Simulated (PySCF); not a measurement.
Si(H)2(Me)(vinyl) (C₃H₈Si), SMILES C=C[SiH2]C. Atoms are numbered in the order given.

```xyz
12

Si     0.4798    -0.4210     0.4387
C      1.9341     0.2530    -0.5569
C     -1.1484    -0.0898    -0.4312
C     -2.1336     0.6606     0.0811
H      0.6625    -1.8941     0.6251
H      0.4254     0.2240     1.7856
H      1.8431     1.3425    -0.6918
H      2.8899     0.0465    -0.0490
H      1.9734    -0.2120    -1.5553
H     -1.3049    -0.5281    -1.4273
H     -3.0712     0.8434    -0.4568
H     -2.0483     1.1283     1.0690
```
Charge 0, spin multiplicity 1.

Coordinates come from a B3LYP-D3(BJ)/def2-SVP optimisation. One conformer was computed; it need not be the lowest.

Two levels are set side by side: PBE/pcSseg-1 (PySCF) and B3LYP/pcSseg-1 (PySCF). GIAO shifts against TMS (²⁹Si), TMS (¹H), TMS (¹³C) at the same level; non-relativistic, no solvent, atoms listed together averaged. Differences are taken from unrounded values.

```
quantity                   PBE
-----------------------  -----
δ(²⁹Si) of Si1 (ppm)     -37.1
δ(¹³C) of C2 (ppm)        -3.2
δ(¹³C) of C3 (ppm)       144.4
δ(¹³C) of C4 (ppm)       144.5
δ(¹H) of H10 (ppm)        6.69
δ(¹H) of H11, H12 (ppm)   6.55
```

These are the PBE values. What does B3LYP give? (Estimate from the structure and the level; the computed values follow.)


| quantity | B3LYP | PBE minus B3LYP |
|---|---|---|
| δ(²⁹Si) of Si1 (ppm) | -36.6 | -0.5 |
| δ(¹³C) of C2 (ppm) | -2.6 | -0.6 |
| δ(¹³C) of C3 (ppm) | 146.3 | -1.9 |
| δ(¹³C) of C4 (ppm) | 145.9 | -1.4 |
| δ(¹H) of H10 (ppm) | 6.56 | 0.13 |
| δ(¹H) of H11, H12 (ppm) | 6.45 | 0.10 |

Rough cost on one machine, each run with all the roots and properties that it gave: B3LYP against PBE within a factor of 2.
